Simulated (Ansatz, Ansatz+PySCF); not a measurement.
```tsv
atom	x (Å)	y (Å)	z (Å)
Mg	-1.0119	-1.0119	-1.0119
O	-1.1005	-1.1005	1.1005
O	-1.1005	1.1005	-1.1005
Mg	-1.0119	1.0119	1.0119
O	1.1005	-1.1005	-1.1005
Mg	1.0119	-1.0119	1.0119
Mg	1.0119	1.0119	-1.0119
O	1.1005	1.1005	1.1005
```

Basis set: def2-SVP (spherical functions). Frozen core: 8 orbitals. Charge 0, multiplicity 1.

Computed with Ansatz (development build ahead of 0.2.0); each method stands on the lowest determinant of its kind that the runs found. Restricted open shells among the atoms or ions are ROHF, correlated in semicanonical orbitals with singles.

The atomization energy at this shape (free ground-state atoms in the same class of orbitals less the molecule, no zero-point energy) of singlet Mg₄O₄:

```csv
method,atomization energy
RHF-MP2,27.54 eV
UHF,15.58 eV
```

Problem. What does RHF give?

Solution. 16.13 eV. Caution: the shape is not the minimum.
